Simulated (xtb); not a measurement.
B(H)3(HNMe2) (C2H10BN), SMILES [BH3]<-N(C)C (connectivity only; charge and spin as stated), neutral, multiplicity 1. All values are semi-empirical tight-binding results from xtb (GFN2-xTB unless named), good for trends rather than for accurate numbers. Geometry: GFN2-xTB. The isomer is the one that the SMILES or the coordinates give; other isomers of the formula were not compared. One conformer was computed; it need not be the lowest.

```
Property                                           Result
-----------------------------------------  --------------
point group as xtb finds it                            Cs
orbital gap                                       9.46 eV
dipole moment                                      5.76 D
zero-point energy                           77.8 kcal/mol
G − E(el) at 298.15 K (modified RRHO)       60.3 kcal/mol
static polarisability (D4 model)               57.7 bohr³
solvation energy, GFN2-xTB/ALPB(water)     -10.1 kcal/mol
solvation energy, GFN2-xTB/ALPB(methanol)  -10.5 kcal/mol
```

Computed IR lines (harmonic; lines under 4 % of the strongest left out, lines within 3 cm⁻¹ merged):
ν (cm⁻¹): 621 (w), 880 (w), 894 (w), 977 (w), 1010 (w), 1051 (m), 1159 (s), 1184 (w), 1257 (w), 1266 (w), 1360 (w), 1491 (w), 2430 (vs), 2443 (vs), 2464 (m), 2954 (m), 3037 (w), 3051 (w) (against the strongest line: vs over 80 %, s over 45 %, m over 15 %, w over 4 %, vw less)
